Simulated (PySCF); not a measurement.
States of one metal complex from SC-NEVPT2 in the d shell, PySCF, above the ground state:

```
2S+1  degeneracy  energy / cm⁻¹  f (electric dipole)
   5           1              0                    –
   5           1           8060                    0
   3           1          10382                    –
   3           1          10552                    –
   3           1          10890                    –
   5           1          16513                    0
   5           1          17126                    0
   5           1          17274                    0
   3           1          18664                    –
   3           1          19230                    –
   3           1          19280                    –
   3           1          19299                    –
```

**Question.** Which of these complexes, all computed at model or optimised geometries, gave the data?
A. [Fe(SH)4]2- (d6, tetrahedral)
B. [CrF4]2- (d4, square planar)
C. [CrCl3]- (d4, trigonal planar)
D. [Cr(NH3)6]2+ (d4, octahedral)

**Answer.** D. [Cr(NH3)6]2+ (d4, octahedral) has 5Ag (from 5Eg), then 5Ag (from 5Eg) at 8060, 3Ag (from 3T1g) at 10382 cm⁻¹ (NEVPT2). The others: [Fe(SH)4]2- (d6, tetrahedral) has 5B (from 5E), then 5A (from 5E) at 2784, 5E (from 5T2) at 4582 cm⁻¹ (NEVPT2); [CrCl3]- (d4, trigonal planar) has 5E', then 5E'' at 6095, 5A1' at 7377 cm⁻¹ (NEVPT2); [CrF4]2- (d4, square planar) has 5B1g, then 5B2g at 15543, 3Eg at 16770 cm⁻¹ (NEVPT2).

On [Cr(NH3)6]2+: NEVPT2 lifts 5Ag (from 5T2g) from 13848 to 16513 cm⁻¹; on the d shell alone it tends to overshoot states that fill the eg-type orbitals.
